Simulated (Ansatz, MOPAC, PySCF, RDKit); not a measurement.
Complex: HI (SMILES I) (first 2 atoms) with H4OSi (SMILES O[SiH3]); geometry from B3LYP-D3(BJ)/def2-TZVP, rigid monomers moved along the line of their centres of mass till H2···O3 is 3.62 Å.
(charge 0, multiplicity 1):
```xyz
8

I     -0.4232    -1.1697    -0.6328
H     -0.5765    -0.9602     0.9732
O     -0.5401    -0.0121     4.4644
Si     0.3124     1.2453     5.1403
H     -1.1377    -0.5243     5.0150
H     -0.6042     2.2628     5.7057
H      1.1000     1.8146     4.0321
H      1.2049     0.7601     6.2188
```

```tsv
level	interaction energy (meV)	cost
UFF	-11.3	-
PM7	-81.5	-
HF/STO-3G (no counterpoise)	-28.9	-
HF/def2-TZVPPD	-30.5	-
PBE/def2-TZVPPD	-30.3	×1
PBE-D3(BJ)/def2-TZVPPD	-39.9	×1
r2SCAN/def2-TZVPPD	-29.7	×2
r2SCAN-D4/def2-TZVPPD	-35.7	×2
B3LYP/def2-TZVPPD	-23.1	×1
wB97M-V/def2-TZVPPD	-36.6	×3
MP2/def2-TZVPPD	-38.1	-
SCS-MP2/def2-SVPD	-36.1	-
CCSD(T)/def2-TZVPPD	-36.5	×100*
CCSD(T)/CBS(def2-SVPD, def2-TZVPPD)	-36.8	×100*
```

The rows run from -81.5 (PM7) to -11.3 meV (UFF). In def2-TZVPPD the value moves HF -30.5, MP2 -38.1, CCSD(T) -36.5, a shift of -6.0 from HF to CCSD(T). The dispersion term adds -9.6 in PBE-D3(BJ), -6.0 in r2SCAN-D4. The 4 functionals in def2-TZVPPD without D3 or D4 span 13.5, from wB97M-V to B3LYP.

Counterpoise-corrected where a basis set is named; no monomer relaxation. Rows marked so take none. RDKit's UFF carries no charges.

Cores are frozen in the correlated methods. Filled d and f shells under p-block atoms count as core. CBS: X⁻³ extrapolation of the correlation energy, Hartree–Fock from the larger set. Rows in STO-3G carry no dispersion term and start afresh at each structure; the Pople sets are all-electron and without relativity. The state reached by PM7 isn't checked; PM7 holds dispersion and hydrogen-bond terms.

Programs: Ansatz (Gaussian orbitals); MOPAC for PM7 (differences of heats of formation); PySCF for STO-3G rows, the dispersion terms; RDKit for the force fields.  In def2 rows elements past Kr take small-core potentials, without spin–orbit coupling.

Costs are rough ratios of core time to PBE/def2-TZVPPD (about 10 s over the structures, on one shared machine); a dash marks a level with no comparable run of its own. A star marks coupled-cluster runs past 200 virtual orbitals, where the program's memory plan changes under this machine's limit, so their costs aren't comparable with smaller runs.

Ansatz is a quantum-chemistry and plane-wave program.
